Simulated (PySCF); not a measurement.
## Radial density of Pr (praseodymium, neutral)

M06-2X, [Xe] 4f3 5d2, one real determinant (an excited configuration). Computed with PySCF 2.14 in ANO-RCC-VTZP (8s7p5d3f2g1h, 104 functions), with scalar relativity by spin-free X2C-1e.

```csv
r (bohr),4πr²ρ (e/bohr),4πr²(ρα − ρβ)
0.0204,75.89,0.0006
0.0343,68.04,0.0018
0.0577,93.65,0.0057
0.0970,91.84,0.0218
0.163,79.43,0.1038
0.274,70.41,0.5407
0.461,33.69,1.9969
0.776,28.19,2.6248
1.31,9.426,1.5781
2.20,3.885,0.8680
3.69,0.6553,0.4876
6.21,0.1157,0.1148
10.5,0.002237,0.0021
```

Densities and radii are taken from the X2C orbitals without a picture-change correction, which distorts them close to the nucleus.

⟨L²⟩ = 45.79 against 90 for a pure M term, so this real determinant mixes terms. Spin-orbit coupling, absent here, splits the open shell strongly.
